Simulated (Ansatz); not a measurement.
Program: Ansatz. Geometries: PBE0-D4/def2-TZVP. ΔE: electronic, gas phase. CCSD(T)/CBS is the MP2 limit (def2-TZVPP, def2-QZVPP) plus CCSD(T) − MP2 in def2-TZVPP, frozen cores. DFT in def2-TZVPP. B3LYP here is the variant with VWN-RPA as its local correlation; programs differ in this. One conformer a species, not always the lowest.

Reaction (formal exchange of groups at the Si–S bond): `FCS[SiH2]Cl` + `COC(C)=O` → `CC(=O)O[SiH2]Cl` + `CSCF`

```tsv
level	ΔE (kJ/mol)	difference from CCSD(T)/CBS
PBE-D4	-58.7	13.6
r2SCAN-D4	-67.3	5.0
PBE0-D4	-62.7	9.6
ωB97X-V	-68.7	3.6
ωB97M-V	-71.7	0.6
B2PLYP	-71.5	0.8
PBE	-59.9	12.4
r2SCAN	-67.5	4.8
PBE0	-63.8	8.5
B3LYP	-68.5	3.8
MP2/def2-TZVPP	-74.7	-2.4
SCS-MP2/def2-TZVPP	-74.6	-2.3
HF/def2-QZVPP	-77.1	-4.8
MP2/def2-QZVPP	-75.7	-3.4
MP2/CBS(def2)	-75.5	-3.2
CCSD/CBS(def2)	-73.9	-1.6
CCSD(T)/CBS	-72.3	0
```

Largest T1 diagnostic among the species: 0.014.

From PBE to PBE0 (25 % exact exchange), in def2-TZVPP and without D4, ΔE moves by −3.9 kJ/mol.
